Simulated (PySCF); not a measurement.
# Reading the logs of faulty runs: CH6OSi2

These are calculations, not measurements. The program is PySCF 2.14.0, an open-source quantum chemistry code, run on an isolated molecule that a program drew, which may never have been made. The molecule is CH6OSi2 (charge 0, singlet), drawn as the SMILES string `C[Si][SiH2]O`.

Each row is a Hartree-Fock (HF) and frozen-core CCSD(T) single point in the cc-pV(D+d)Z basis, meant for a local HF minimum. Run 1 is clean. Each other run has one planted mistake out of seven kinds, and not every kind appears here: one electron removed, one electron added, multiplicity raised by two, geometry at a saddle point, minimal basis STO-3G, one bond length entered in bohr, all coordinates scaled. The reference is restricted for singlets and unrestricted otherwise, and also for a bond in bohr. Adding or removing an electron swaps singlet and doublet. Electrons count all cores. HOMO and LUMO are orbital energies over both spins, the gradient is its largest component, and the lowest frequency (negative if imaginary) is given only where the gradient is small. Bond lengths are over the 9 bonds as drawn. T1 is the CCSD diagnostic: over 0.02 (restricted) or 0.045 (unrestricted) a single reference is doubtful.

Geometry of the clean run:
```xyz
10
CH6OSi2, angstrom
C    -1.5355   -0.0365    0.1688
Si    0.0938   -0.0996    1.1772
Si    0.9582   -2.0609    0.0817
O     2.5181   -2.3455    0.5756
H    -1.2717    0.3745   -0.8179
H    -2.2696    0.6383    0.6144
H    -2.0090   -1.0065   -0.0136
H     0.9103   -1.9228   -1.4021
H     0.0932   -3.2315    0.4101
H     2.9747   -3.0959    0.2259
```

```
run  electrons  basis functions  <S^2>  HOMO (eV)  LUMO (eV)  gradient (hartree/bohr)  lowest frequency (cm^-1)  mean bond (Å)  longest bond (Å)      T1  HF (hartree)  CCSD(T) (hartree)               mistake
  1         48              104  0.000      -8.13       0.54                  9.1e-06                        49         1.4668             2.407  0.0130    -694.08179         -694.66639              no fault
  2         48               34  0.000      -5.46       5.65                  4.6e-02                         -         1.4668             2.407  0.0084    -685.89563         -686.10208  minimal basis STO-3G
  3         49              104  0.769      -1.15       7.74                  3.3e-02                         -         1.4668             2.407  0.0136    -694.09208         -694.68604                     ?
  4         48              104  0.000      -7.87       0.78                  6.1e-02                         -         1.3803             2.265  0.0123    -694.04624         -694.62281                     ?
```

**Which mistake was planted in run 3, and what did it cost?**

It counts 49 electrons, one more than the clean run, at the same geometry and basis. So the mistake is: one electron added. Subtracting run 1 and multiplying by 627.51 kcal/mol a hartree, the energy moved by -6.5 kcal/mol in HF and -12.3 kcal/mol in CCSD(T).

**Which mistake was planted in run 4, and what did it cost?**

The mean and the longest bond both change by the same factor, 0.941, and the gradient is no longer small. So the mistake is: all coordinates scaled. Subtracting run 1 and multiplying by 627.51 kcal/mol a hartree, the energy moved by 22.3 kcal/mol in HF and 27.3 kcal/mol in CCSD(T).

